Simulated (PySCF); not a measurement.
**Atomic charges against the basis set**

Species: C3H5NOSi.
Geometry (PBE0-D3(BJ)/def2-SVP, Å), atoms numbered from 1 in this order:
```xyz
11
C3H5NOSi angstrom
O     -2.2406   -1.5525   -0.2819
C     -1.8372   -0.7661    0.5325
C     -0.5052   -0.0904    0.4157
N     -0.0817    0.7351    1.3115
Si     1.4329    0.9397    0.3402
C      0.4677   -0.2973   -0.7305
H     -2.4137   -0.4721    1.4440
H      2.6679    0.4644    1.0258
H      1.6335    2.3204   -0.1842
H      0.0791    0.0282   -1.7076
H      0.8357   -1.3299   -0.8269
```

PBE0 throughout (PySCF), one geometry, spherical d and f functions. Isolated species at its PBE0-D3(BJ)/def2-SVP geometry (one conformer only). The first 7 of 9 kinds of atom are listed.

Mulliken charges (e):

```
        basis  functions      O1      C2      C3      N4     Si5      C6      H7
       STO-3G         39  -0.173  +0.085  +0.042  -0.351  +0.678  -0.321  +0.071
        6-31G         68  -0.364  +0.208  +0.084  -0.519  +0.794  -0.631  +0.168
     pcSseg-0         68  -0.438  +0.305  +0.009  -0.705  +1.006  -0.900  +0.233
       6-31G*         98  -0.358  +0.196  +0.203  -0.480  +0.573  -0.604  +0.159
      cc-pVDZ        113  -0.179  +0.203  +0.008  -0.325  +0.387  -0.182  +0.018
     def2-SVP        113  -0.186  +0.220  -0.081  -0.318  +0.525  -0.253  +0.024
  aug-cc-pVDZ        187  -0.573  +1.083  +0.447  -0.887  -0.230  +0.221  -0.158
6-311+G(2d,p)        200  -0.343  -0.150  +0.492  -0.498  +0.650  -0.515  +0.137
    def2-TZVP        222  -0.245  +0.098  +0.136  -0.291  +0.356  -0.415  +0.094
      cc-pVTZ        254  -0.221  +0.135  +0.115  -0.286  +0.339  -0.334  +0.071
     IGLO-III        269  -0.366  +0.184  +0.259  -0.561  +0.992  -0.556  +0.089
```

IAO charges (e):

```
        basis  functions      O1      C2      C3      N4     Si5      C6      H7
       STO-3G         39  -0.168  +0.063  +0.023  -0.394  +0.833  -0.535  +0.104
        6-31G         68  -0.340  +0.203  +0.098  -0.476  +0.742  -0.573  +0.131
     pcSseg-0         68  -0.327  +0.205  +0.085  -0.479  +0.756  -0.581  +0.123
       6-31G*         98  -0.356  +0.239  +0.117  -0.516  +0.874  -0.585  +0.114
      cc-pVDZ        113  -0.349  +0.234  +0.116  -0.507  +0.862  -0.583  +0.112
     def2-SVP        113  -0.350  +0.237  +0.115  -0.512  +0.879  -0.581  +0.110
  aug-cc-pVDZ        187  -0.370  +0.244  +0.122  -0.524  +0.869  -0.592  +0.119
6-311+G(2d,p)        200  -0.371  +0.244  +0.122  -0.533  +0.904  -0.602  +0.120
    def2-TZVP        222  -0.370  +0.246  +0.122  -0.533  +0.914  -0.605  +0.119
      cc-pVTZ        254  -0.367  +0.244  +0.121  -0.528  +0.898  -0.602  +0.118
     IGLO-III        269  -0.371  +0.244  +0.122  -0.534  +0.912  -0.605  +0.120
```

Hirshfeld charges (e):

```json
{"basis": "STO-3G", "functions": "39", "O1": "-0.128", "C2": "+0.095", "C3": "+0.038", "N4": "-0.247", "Si5": "+0.433", "C6": "-0.114", "H7": "+0.015"}
{"basis": "6-31G", "functions": "68", "O1": "-0.211", "C2": "+0.129", "C3": "+0.071", "N4": "-0.259", "Si5": "+0.375", "C6": "-0.155", "H7": "+0.051"}
{"basis": "pcSseg-0", "functions": "68", "O1": "-0.198", "C2": "+0.123", "C3": "+0.069", "N4": "-0.253", "Si5": "+0.397", "C6": "-0.160", "H7": "+0.045"}
{"basis": "6-31G*", "functions": "98", "O1": "-0.210", "C2": "+0.133", "C3": "+0.083", "N4": "-0.255", "Si5": "+0.367", "C6": "-0.154", "H7": "+0.050"}
{"basis": "cc-pVDZ", "functions": "113", "O1": "-0.192", "C2": "+0.122", "C3": "+0.076", "N4": "-0.237", "Si5": "+0.383", "C6": "-0.165", "H7": "+0.044"}
{"basis": "def2-SVP", "functions": "113", "O1": "-0.200", "C2": "+0.127", "C3": "+0.081", "N4": "-0.243", "Si5": "+0.391", "C6": "-0.169", "H7": "+0.045"}
{"basis": "aug-cc-pVDZ", "functions": "187", "O1": "-0.206", "C2": "+0.126", "C3": "+0.066", "N4": "-0.250", "Si5": "+0.400", "C6": "-0.177", "H7": "+0.054"}
{"basis": "6-311+G(2d,p)", "functions": "200", "O1": "-0.209", "C2": "+0.127", "C3": "+0.064", "N4": "-0.254", "Si5": "+0.403", "C6": "-0.171", "H7": "+0.056"}
{"basis": "def2-TZVP", "functions": "222", "O1": "-0.207", "C2": "+0.126", "C3": "+0.071", "N4": "-0.250", "Si5": "+0.395", "C6": "-0.173", "H7": "+0.053"}
{"basis": "cc-pVTZ", "functions": "254", "O1": "-0.203", "C2": "+0.125", "C3": "+0.074", "N4": "-0.246", "Si5": "+0.392", "C6": "-0.173", "H7": "+0.051"}
{"basis": "IGLO-III", "functions": "269", "O1": "-0.207", "C2": "+0.124", "C3": "+0.069", "N4": "-0.250", "Si5": "+0.395", "C6": "-0.174", "H7": "+0.054"}
```

**Question.** Which scheme is steadiest as the basis changes?

**Answer.** Largest range over the bases for any column: Hirshfeld 0.08 e, IAO 0.20 e, Mulliken 1.24 e. Hirshfeld charges move least and Mulliken charges most, counted in e. Without the minimal STO-3G basis the ranges are Hirshfeld 0.04, IAO 0.17, Mulliken 1.24 e.

**Question.** How much do the charges still move between the two largest bases, cc-pVTZ and IGLO-III?

**Answer.** At most, over all atoms: Mulliken 0.652 e, IAO 0.014 e, Hirshfeld 0.005 e.

**Question.** What do the same runs give for the total energy, the frontier levels and the dipole moment?

**Answer.** 
```json
{"basis": "STO-3G", "energy (Eh)": "-529.8350", "HOMO (eV)": "-4.17", "LUMO (eV)": "1.14", "μ (D)": "2.36"}
{"basis": "6-31G", "energy (Eh)": "-536.1955", "HOMO (eV)": "-7.22", "LUMO (eV)": "-2.24", "μ (D)": "2.66"}
{"basis": "pcSseg-0", "energy (Eh)": "-535.3973", "HOMO (eV)": "-7.35", "LUMO (eV)": "-2.44", "μ (D)": "2.79"}
{"basis": "6-31G*", "energy (Eh)": "-536.3242", "HOMO (eV)": "-7.22", "LUMO (eV)": "-2.16", "μ (D)": "2.17"}
{"basis": "cc-pVDZ", "energy (Eh)": "-536.3584", "HOMO (eV)": "-7.24", "LUMO (eV)": "-2.22", "μ (D)": "2.05"}
{"basis": "def2-SVP", "energy (Eh)": "-536.0719", "HOMO (eV)": "-7.33", "LUMO (eV)": "-2.33", "μ (D)": "2.19"}
{"basis": "aug-cc-pVDZ", "energy (Eh)": "-536.3776", "HOMO (eV)": "-7.48", "LUMO (eV)": "-2.49", "μ (D)": "2.25"}
{"basis": "6-311+G(2d,p)", "energy (Eh)": "-536.4309", "HOMO (eV)": "-7.53", "LUMO (eV)": "-2.52", "μ (D)": "2.27"}
{"basis": "def2-TZVP", "energy (Eh)": "-536.4534", "HOMO (eV)": "-7.47", "LUMO (eV)": "-2.47", "μ (D)": "2.18"}
{"basis": "cc-pVTZ", "energy (Eh)": "-536.4455", "HOMO (eV)": "-7.43", "LUMO (eV)": "-2.41", "μ (D)": "2.14"}
{"basis": "IGLO-III", "energy (Eh)": "-536.4580", "HOMO (eV)": "-7.51", "LUMO (eV)": "-2.50", "μ (D)": "2.24"}
```

The dipole is fixed by the density alone, so its range of 0.74 D shows that the density itself changes with the basis, not only its division among atoms.
